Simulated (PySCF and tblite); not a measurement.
Results of a calculation; reference values are marked as such.
System: C₆H₉BO₂, numbered as in [CH3:1][C:2]1=[CH:3][CH2:4]/[C:5]1=[CH:6]\[B:7]([OH:8])[OH:9].

Geometries: GFN2-xTB; energies: revPBE/pcSseg-1 + D3(BJ); zero-point and thermal terms from GFN2-xTB harmonic modes (soft modes blended into free rotors). Rate constants are transition-state-theory values, counting equivalent paths, without tunnelling. Programs: tblite and PySCF.

**Question.** How high is the barrier to the rotation about the B7–O8 bond (torsion C6–B7–O8–H from -180° to 0°, rising), through which structure does it pass, and what rate follows at 298 K?

**Answer.** The electronic barrier is 6.5 kcal/mol and ΔG‡(298 K) 5.5 kcal/mol, over a C1 saddle with an imaginary mode of 600i cm⁻¹ (GFN2-xTB). With 2 equivalent paths, k is 1.1×10⁹ s⁻¹, a mean lifetime of the start of 890 ps against this motion. The end lies 2.9 kcal/mol below the start in free energy.
